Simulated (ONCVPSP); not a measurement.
# Hardness and transferability of assorted potentials

Generated with ld1.x 7.5 (TM, RRKJ, ultrasoft, PAW), atompaw 4.2 or ONCVPSP 4.0.1. The cutoff is in Ry: for ld1.x and atompaw files where the sum of valence levels is converged to 10 mRy in a Bessel basis, for ONCV files where the hardest occupied wave has 1 mHa per electron of residual kinetic energy. The error is the largest all-electron minus pseudo excitation energy over each file’s own four to seven test configurations (ionisations up to +4, promotions, holes and added fractions of an electron), all of which were solved. The labels leave out finer settings (local radius, basis sizes, second energies), which also bear on the numbers. Spin-polarised tests are not counted. The rows are a selection from randomly drawn settings: files with unsolved tests, undetermined cutoffs or missed reference levels are left out.

A true bound ghost makes a file unfit for plane-wave use even where its test errors are small: the radial tests pick states by their node count and pass the ghost by.

```csv
element,potential,cutoff (Ry),largest error (meV),bound ghosts
Ga,"ONCV, LDA (Perdew-Zunger), scalar-relativistic, rc 2.05/2.60 (sp), local s, core correction yes, reference 4s2 4p1, qcut 3.5/3.5, projectors 0/2",12,-120,none
Ge,"ONCV, PBE, scalar-relativistic, rc 1.60/2.20/2.40 (spd), local smoothed, core correction no, reference 4s1.75 4p2.25, qcut 3.2/4.2/4.7, projectors 2/2/1",53,-8.9,none
Mo,"ONCV, PBEsol, scalar-relativistic, rc 1.70/1.80/2.00 (spd), local smoothed, core correction yes, reference 4s2 4p6 4d5 5s0.5, qcut 6/9.2/9.3, projectors 2/2/1",42,-1.1,none
Ru,"ONCV, PBEsol, scalar-relativistic, rc 1.50/1.25/1.65 (spd), local smoothed, core correction yes, reference 4s2 4p6 4d7 5s1, qcut 8.3/6.2/10.9, projectors 2/2/2",148,-2.3,none
Lu,"ONCV, PBE, scalar-relativistic, rc 2.10/2.15/3.30/1.15 (spdf), local smoothed, core correction no, reference 4f13 5s2 5p6 5d2 6s2, qcut 6/5.1/5.6/16.8, projectors 2/1/1/2",224,+272,s
```

Problem. Fill in the row for Ru: ONCV, LDA (Perdew-Zunger), scalar-relativistic, rc 1.45/1.40/2.30 (spd), local smoothed, core correction yes, reference 4s2 4p6 4d6, qcut 9/11.5/7.9, projectors 2/2/2.

Solution. cutoff 76 Ry, largest error +14 meV, bound ghosts: none.

Problem. Fill in the row for Cs: ONCV, PBEsol, scalar-relativistic, rc 2.75/3.45/4.00 (spd), local smoothed, core correction yes, reference 5s2 5p6 5d1, qcut 3.6/3.3/2.8, projectors 2/2/2.

Solution. cutoff 10 Ry, largest error -11 meV, bound ghosts: none.
